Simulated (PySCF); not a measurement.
Coordinates in bohr (charge 0 multiplicity 1):
```
In    0.0000    0.0000    0.0000
H     0.0001    0.0000    3.2651
H     2.8276    0.0000   -1.6327
H    -2.8277    0.0000   -1.6325
```

Level of theory: PySCF, PBE0, basis In x2c-TZVPall, H x2c-TZVPall (spin-free X2C, no spin–orbit coupling, density fitting).

This geometry of InH₃ is a stationary point at this level.

(1) What is the point group?

(2) Is it a minimum?

(3) Which band is strongest in the infrared?

(4) Give the atomic charges and bond orders.

Answers

(1) D3h.

(2) Yes: all harmonic wavenumbers are real.

(3) 1815 cm⁻¹ (e'), 612 km/mol.

(4) 
```
  atom  Mulliken  Löwdin  polar tensor  Mayer order to In1
   In1      0.33    0.41          1.03                   –
H2,3,4     -0.11   -0.14         -0.34                0.93
```
